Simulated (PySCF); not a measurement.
Input of a run (PBE0-D3(BJ)/def2-SVP geometry optimisation, gas phase (PySCF 2.14.0)), started from GFN2-xTB:
```
{"job": {"xc": "PBE0", "basis": "def2-SVP", "d3": "d3bj", "grid": 1, "shake": 0.01, "kind": "geom"}, "charge": 0, "multiplicity": 1}
C      1.336740    -0.964390    -0.471680
P      0.176760     0.089030     0.524890
C     -0.072170     1.617890    -0.467370
C     -1.398930    -0.765950     0.439560
Se     0.853010     0.434010     2.470420
H      0.940090    -1.064620    -1.491810
H      1.429440    -1.908180     0.013280
H      2.306820    -0.449010    -0.499590
H     -0.773170     2.258470     0.077910
H     -0.407390     1.393480    -1.452810
H      0.891770     2.142410    -0.495750
H     -1.722750    -0.958140    -0.579290
H     -1.374490    -1.696580     0.979040
H     -2.192900    -0.143490     0.945430
```

Output (energies in Eh, forces in Eh/bohr):
```
step   0  E = -2861.64752079  max force = 0.033871
step   1  E = -2861.64980920  max force = 0.014017
step   2  E = -2861.65139886  max force = 0.003709
step   3  E = -2861.65160038  max force = 0.001355
step   4  E = -2861.65164099  max force = 0.000715
step   5  E = -2861.65165942  max force = 0.000806
step   6  E = -2861.65168155  max force = 0.000801
step   7  E = -2861.65169843  max force = 0.000659
step   8  E = -2861.65170996  max force = 0.000409
optimisation converged
```

**Question.** Summarise the run.

**Answer.** The energy falls by 11.0 kJ/mol over 9 energy and gradient evaluations, the largest force component goes from 0.0339 to 4.1e-04 Eh/bohr, and the atoms move by 0.035 Å rms after alignment. The bond that changes most is C3–H10 (sp3 carbon bound to phosphorus to methyl hydrogen), which lengthens by 0.036 Å. Bonds longer at the end by more than 0.005 Å: 6 of 13; shorter: 3. Among the angles that change most is P2–C4–H13, from 111.6° to 108.4°. The energy never rose by more than 1e-6 Eh on the way. The first step brought 55 % of the lowering.

**Question.** What are the final bond lengths?

**Answer.** C1–P2 1.823 Å, P2–C3 1.823 Å, P2–C4 1.824 Å, P2=Se5 2.099 Å, C1–H6 1.101 Å, C1–H7 1.099 Å, C1–H8 1.099 Å, C3–H9 1.099 Å, C3–H10 1.101 Å, C3–H11 1.099 Å, C4–H12 1.101 Å, C4–H13 1.099 Å, C4–H14 1.099 Å. Numbering counts from 1 in the input's order; the species is `CP(C)(C)=[Se]` (trimethylphosphine selenide).

The run used 137 basis functions and 57 SCF cycles in all.

Stationary, but not proved a minimum.
